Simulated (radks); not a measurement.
In0.4+, 48.6 electrons, occupied as [Kr] 4d10 5s1.6 5p1 (fractional occupations, a model configuration). Calculated with a radial shooting solver on a logarithmic mesh with Libxc functionals: Dirac Kohn-Sham, PBE, spin-unpolarised, spherical densities, point nucleus; open shells fill j = l - 1/2 first.

Normalised radial functions P(r) = r R(r) (large component), r in bohr:

r,5s1/2,5p3/2
0.003898,0.0487,0.0020
0.005241,0.0596,0.0034
0.007047,0.0709,0.0058
0.009474,0.0810,0.0098
0.01274,0.0869,0.0162
0.01726,0.0841,0.0264
0.02321,0.0671,0.0406
0.0312,0.0310,0.0592
0.04195,-0.0248,0.0799
0.0564,-0.0899,0.0961
0.07583,-0.1376,0.0954
0.102,-0.1287,0.0629
0.1371,-0.0359,-0.0077
0.1843,0.1129,-0.0963
0.2498,0.2130,-0.1479
0.3358,0.1354,-0.0969
0.4515,-0.1086,0.0553
0.607,-0.3171,0.2079
0.8161,-0.2524,0.2198
1.097,0.0983,0.0412
1.475,0.4963,-0.2364
1.983,0.6994,-0.4750
2.667,0.6396,-0.5800
3.614,0.4072,-0.5218
4.859,0.1808,-0.3559
6.532,0.0520,-0.1788
8.783,0.0085,-0.0603
11.81,0.0007,-0.0121

5s1/2: eigenvalue -11.033 eV, 4 radial nodes at r = 0.0372, 0.148, 0.401, 1.02 bohr, <r> = 2.55 bohr, 90 % of the charge inside 3.79 bohr. 5p3/2 (empty): eigenvalue -4.841 eV, 3 radial nodes at r = 0.133, 0.411, 1.15 bohr, <r> = 3.48 bohr, 90 % of the charge inside 5.34 bohr.
